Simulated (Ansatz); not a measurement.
Molecule: C$_{3}$H$_{5}$O, net charge -1, singlet state. It need not be the lowest isomer of its formula. Whether it binds its extra electron was not tested at this geometry. 
Geometry from a B3LYP-D3(BJ)/def2-TZVP (Ansatz, a first-principles code) optimisation:
```
C
H 1 1.0991
H 1 1.0996 2 105.59
C 1 1.5290 2 111.55 3 -121.21
H 4 1.0938 1 110.03 2 -177.98
H 4 1.0940 5 105.87 1 -119.10
H 4 1.0972 5 108.46 6 -116.03
C 1 1.6254 2 105.71 3 111.44
O 8 1.2375 1 111.73 2 125.71
```
Charge -1, spin multiplicity 1.

Basis-set convergence of Hartree-Fock and MP2 correlation energies (hartree) with Ansatz. Cores are frozen in the correlated levels unless marked. Spin-orbit coupling is left out. Non-relativistic. This anion needs diffuse functions, which these sets lack.

| basis | functions | E(HF) | E(corr, MP2) |
|---|---|---|---|
| cc-pVDZ | - | -191.29496 | -0.60037 |
| cc-pVTZ | 190 | -191.35847 | -0.74831 |
| cc-pVQZ | 370 | [?] | [?] |

Task: Fill in the missing entries.

Result: 
- cc-pVQZ, E(HF): -191.37616
- cc-pVQZ, E(corr, MP2): -0.80127
